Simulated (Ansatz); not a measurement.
Cartesian coordinates in Å:
```
N 0.186 -1.341 -1.070
C 0.102 0.035 -0.578
Si 1.465 0.383 0.653
In -1.833 0.663 0.262
H 0.102 -2.007 -0.312
H -0.554 -1.557 -1.726
H 0.288 0.722 -1.414
H 2.828 0.129 0.110
H 1.286 -0.490 1.852
H 1.364 1.800 1.100
H -2.286 2.302 0.579
H -2.949 -0.639 0.542
```

Charge 0, multiplicity 1. In: def2 effective core potential.

(1) List the ωB97M-V/def2-TZVPP orbital energies in eV (Ansatz). (Best estimate.)

## Answers

(1) The calculation gave: Occupied: -1806.71, -394.41, -281.98, -147.80, -131.08, -101.92, -101.91, -101.90, -87.57, -87.23, -87.21, -27.41, -24.04, -23.84, -23.82, -23.75, -23.73, -20.87, -17.42, -16.09, -14.89, -14.07, -12.45, -11.88, -11.48, -11.25, -10.26, -8.19. Lowest empty: -0.37, 1.29, 1.82, 2.07, 2.49, 2.68, 2.86, 3.15.
